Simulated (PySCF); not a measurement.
Te(OMe)(GeH3) (CH6GeOTe), SMILES O([Te][GeH3])C.

The structure is a stationary point at PBE0-D3(BJ)/def2-SVP. The structure was generated by enumeration, and PubChem lists no compound with its InChIKey, so it may never have been made. The def2 effective core potentials stand for the cores of Te; spin–orbit coupling is left out. Other conformers were not sampled.

Calculation: PBE0-D3(BJ)/def2-SVP in PySCF.

Frequencies are harmonic and unscaled.

```
mode  ν (cm⁻¹)  IR (km/mol)  moving atoms (share of kinetic energy)
----  --------  -----------  --------------------------------------
1           70          1.3         C 45 %, H 32 %, Ge 13 %, Te 8 %
2           81          1.0                          H 77 %, O 18 %
3           92          1.3                  H 53 %, O 30 %, Ge 9 %
4          199          5.8                          H 68 %, O 27 %
5          239          0.8                        Ge 56 %, Te 38 %
6          278          1.8         C 43 %, H 25 %, O 22 %, Te 10 %
7          487          5.7                                  H 90 %
8          507          4.9                                  H 96 %
9          545         34.6                  O 77 %, Te 10 %, H 9 %
10         794        290.9                                  H 97 %
11         865         37.9                                  H 99 %
12         882         35.9                                  H 99 %
13        1116        110.1                   O 48 %, C 44 %, H 8 %
14        1173          0.6                          H 77 %, C 19 %
15        1182         22.0                   H 69 %, C 22 %, O 8 %
16        1451          9.0                           H 90 %, C 9 %
17        1452          8.0                                  H 96 %
18        1482         23.1                                  H 94 %
19        2151         77.3                                 H 100 %
20        2163         96.2                                  H 98 %
21        2168         89.2                                  H 98 %
22        2998         75.1                                  H 97 %
23        3077         41.1                          H 90 %, C 10 %
24        3118         15.6                           H 91 %, C 9 %
```
